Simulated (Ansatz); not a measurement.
`C[N]([GeH3])[InH2]` + H₂O → `[OH][GeH3]` + `C[NH][InH2]` at 400 K and 1 bar (formal hydrolysis of a Ge–N bond).

Gas-phase electronic energies from Ansatz, PBE0-D4/def2-TZVP geometries. CCSD(T)/CBS is the MP2 limit (def2-TZVPP, def2-QZVPP) plus CCSD(T) − MP2 in def2-TZVPP, frozen cores. This one scheme is used for every species. def2 core potentials past Kr. For Ge, In outer-core shells are correlated without core-valence functions, which leaves a few kJ/mol of doubt a bond. Scalar relativity is left out up to krypton.

```csv
species,CCSD(T)/CBS energy (Eh),H − E (kJ/mol),S (J/(mol·K))
`C[N]([GeH3])[InH2]`,-2363.46641,244.5,421.6
H₂O,-76.37941,69.8,198.6
`[OH][GeH3]`,-2153.69723,116.2,291.7
`C[NH][InH2]`,-286.14916,199.0,346.0
```

H − E and S are ideal-gas, rigid-rotor, harmonic terms from PBE0-D4/def2-TZVP. 1 Eh = 2625.50 kJ/mol, R = 8.31446 J/(mol·K).

**Question.** By hand: ΔE, ΔH, ΔS and ΔG.

**Answer.** ΔE = (-2153.69723) + (-286.14916) − (-2363.46641) − (-76.37941) = -0.00057 Eh = -1.5 kJ/mol. Δ(H − E) = 116.2 + 199.0 − 244.5 − 69.8 = 0.9, so ΔH = -0.6 kJ/mol. ΔS = 291.7 + 346.0 − 421.6 − 198.6 = 17.5 J/(mol·K). ΔG = -0.6 − 400 × (17.5)/1000 = -7.6 kJ/mol.

**Question.** By hand: the equilibrium constant, and the temperature at which ΔG would vanish if ΔH and ΔS stayed fixed.

**Answer.** log₁₀ K = −ΔG/(RT ln 10) = 1.0. ΔH and −TΔS have one sign here, so there is no such temperature. One of them is within its doubt of zero, so this could turn.

TΔS isn't small against ΔH here. A doubt of 5 kJ/mol in ΔE shifts log₁₀ K by 0.7 here. These are equilibria of isolated gas molecules and say nothing of rates. Largest T1 diagnostic: 0.016 (customary marks: 0.02 for closed shells, 0.045 for open ones).
